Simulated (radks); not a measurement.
Q: All-electron atom: Sb V in [Kr] 4d10 5s1. Method: Dirac Kohn-Sham, PBE, spin-unpolarised, spherical densities, finite nucleus; Fermi nuclear charge, rms radius 4.6802 fm; computed with a radial shooting solver on a logarithmic mesh with Libxc functionals. Some entries of the table are withheld. Estimate them.

orbital  occ.  eigenvalue (eV)  <r> (bohr)  <r^2> (bohr^2)
1s1/2       2        -30326.81     0.02842        0.001094
2s1/2       2        -4650.136      0.1222         0.01767
2p1/2       2        -4353.306      0.1033         0.01311
2p3/2       4        -4101.476      0.1087         0.01441
3s1/2       2        -946.4076      0.3302             (1)
3p1/2       2        -825.0482      0.3208          0.1196
3p3/2       4        -778.5745      0.3321          0.1280
3d3/2       4        -564.2644      0.3033          0.1092
3d5/2       6        -554.6060      0.3069          0.1116
4s1/2       2        -191.5257      0.7901          0.7059
4p1/2       2        -150.4443      0.8309             (2)
4p3/2       4        -141.8282      0.8595             (3)
4d3/2       4         -76.6206       1.004           1.182
4d5/2       6         -75.3462       1.016           1.210
5s1/2       1         -49.7702       1.952           4.257

A: 
(1) 3s1/2 <r^2> (bohr^2): 0.1248
(2) 4p1/2 <r^2> (bohr^2): 0.7875
(3) 4p3/2 <r^2> (bohr^2): 0.8425
